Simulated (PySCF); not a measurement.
# How methods differ on the excitation energy of Hg⁺

Hg⁺ [Xe] 4f14 5d10 6s1 (2S) → Hg⁺ [Xe] 4f14 5d10 6p1 (2P), as a difference of total energies. Computed with PySCF 2.14 in def2-TZVPPD with the def2 core potential (60 electrons) (6s6p3d2f1g, 62 functions), with scalar relativity through the core potential. Correlated levels: valence: 5s2 5p6 frozen. The calculations carry no spin-orbit coupling.

| method | excitation energy (eV) |
| --- | --- |
| UHF | 6.638 |
| MP2 (valence) | 7.339 |
| SCS-MP2 (valence) | 7.276 |
| CCSD (valence) | 7.160 |
| CCSD(T) (valence) | 7.171 |

**Question.** How much does correlation contribute at CCSD(T) (valence)?

**Answer.** 7.171 − (6.638) = 0.533 eV, measured against UHF.

Errors of the correlated levels include the incompleteness of this basis and the frozen core.

For comparison: 7.137 eV (measured; NIST levels, between the centres of gravity of the two terms).
